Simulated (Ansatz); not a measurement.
Job for Ansatz (a quantum-chemistry and plane-wave program): R-CCSD(T)/cc-pVTZ on C3H9Ga (SMILES [CH3][Ga]([CH3])[CH3]).

Ansatz 0.2 input:
```yaml
crystal:
  periodic: [false, false, false]
  atoms:
    - {symbol: C, position_ang: [-0.82543105, 1.70754018, 0.59518892]}
    - {symbol: Ga, position_ang: [-0.00704615, -0.01950250, 0.04361745]}
    - {symbol: C, position_ang: [1.95473927, -0.29170147, 0.22739435]}
    - {symbol: C, position_ang: [-1.13655822, -1.43583234, -0.77775831]}
    - {symbol: H, position_ang: [-0.80507304, 2.40046132, -0.25182447]}
    - {symbol: H, position_ang: [-0.27468004, 2.17591146, 1.41207916]}
    - {symbol: H, position_ang: [-1.86816820, 1.58699960, 0.89210705]}
    - {symbol: H, position_ang: [2.45312538, 0.07098627, -0.67707513]}
    - {symbol: H, position_ang: [2.21094683, -1.34598357, 0.34024097]}
    - {symbol: H, position_ang: [2.36469425, 0.26642009, 1.07032668]}
    - {symbol: H, position_ang: [-1.18159752, -1.27577458, -1.85958557]}
    - {symbol: H, position_ang: [-0.72450462, -2.43224601, -0.61262158]}
    - {symbol: H, position_ang: [-2.16034689, -1.40727845, -0.40208955]}
basis:
  gaussian:
    orbitals: cc-pVTZ
magnetization: {spin_polarized: false}
correlation: {method: ccsd_t, electrons: outside_noble_gas}
scf: {lower_state_search: off}
```

The log:

```
WARN ansatz: RAYON_NUM_THREADS=8 ignored (pool sized by the plan → 8); use --threads N
Functional definition: HF
these checks for a lower state are left out or cut short: stability, starts, cluster_reference, orbital_swaps, neighbouring_geometries, increment
integrals: 1.72 GiB planned
1459 factors; integrals over basis functions are off by at most 1.3e-3 eV
mean field: 1.01 GiB planned
mean field evaluation 1: about -55566.2665 eV, gradient 4.0e1 eV
mean field evaluation 2: about -55566.3377 eV, gradient 4.0e1 eV
mean field evaluation 4: about -55570.3512 eV, gradient 3.2e0 eV
mean field evaluation 8: about -55570.3955 eV, gradient 1.9e-1 eV
mean field -55570.39568978 eV, -2042.1743746324 hartree, gradient 1.7e-6 eV, S^2 0.000000; 0 other end points of the search recorded, 0 dependent functions left out
17 core orbitals not correlated
reference -55570.39568978 eV, -2042.1743746324 hartree; 12, 12 occupied and 230, 230 virtual orbitals, 1459 factors
second order -16.94242626 eV of doubles, -0.00000000 eV of singles
coupled cluster: 5.29 GiB planned
cycle   1  -17.82943199 eV  change   -8.9e-1 eV  update   7.8e-2
cycle   2  -18.24313022 eV  change   -4.1e-1 eV  update   2.3e-2
cycle   3  -18.29899823 eV  change   -5.6e-2 eV  update   8.0e-3
cycle   4  -18.29809552 eV  change    9.0e-4 eV  update   1.9e-3
cycle   5  -18.29804902 eV  change    4.7e-5 eV  update   5.9e-4
cycle   6  -18.29796083 eV  change    8.8e-5 eV  update   1.6e-4
cycle   7  -18.29794438 eV  change    1.6e-5 eV  update   4.4e-5
cycle   8  -18.29795347 eV  change   -9.1e-6 eV  update   1.5e-5
perturbative correction -0.67852014 eV, -0.0249351554 hartree
Total energy: -55589.37216339 eV, -2042.8717471749 hartree
Checks for a lower state left out: stability, starts, cluster_reference, orbital_swaps, neighbouring_geometries, increment
```

The calculation finished and met its thresholds.

Cost: very roughly 3 core-minutes.
